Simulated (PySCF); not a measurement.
H8N3Si3, SMILES N1[SiH]N[SiH2]N[SiH2]1 (connectivity only; charge and spin as stated), charge +1, multiplicity 1.

The structure is a stationary point at ωB97X-D3(BJ)/def2-SVP. The multiplicity is an assumed one; other spin states were not compared. The isomer is the one that the SMILES or the coordinates give; other isomers of the formula were not compared.

Method: TDA-PBE/def2-SVPD run with PySCF 2.14.0.

Vertical excitations. The molecule is in vacuum. State labels are in the subgroup Cs.

Computed UV-visible absorptions:
```
state  symmetry  energy (eV)  λ (nm)      f          main pairs
-----  --------  -----------  ------  -----  ------------------
S1           A'         3.97     312  0.003     HOMO→LUMO 100 %
S2           A"         5.11     243  0.078    HOMO−1→LUMO 87 %
S3           A'         5.36     231  0.008    HOMO→LUMO+1 96 %
S4           A'         5.71     217  0.089    HOMO−2→LUMO 88 %
S5           A"         5.91     210  0.000  HOMO−1→LUMO+1 96 %
S6           A"         5.96     208  0.018    HOMO→LUMO+2 93 %
S7           A'         6.07     204  0.013    HOMO→LUMO+3 98 %
S8           A"         6.15     202  0.013    HOMO−3→LUMO 75 %
S9           A'         6.56     189  0.004  HOMO−1→LUMO+2 89 %
S10          A"         6.58     189  0.005  HOMO−1→LUMO+3 97 %
T1           A'         3.92     316      0     HOMO→LUMO 100 %
T2           A"         4.22     293      0    HOMO−1→LUMO 99 %
T3           A'         4.91     253      0    HOMO−2→LUMO 96 %
T4           A'         5.20     239      0   HOMO→LUMO+1 100 %
```
Triplets are in the Tamm–Dancoff approximation.
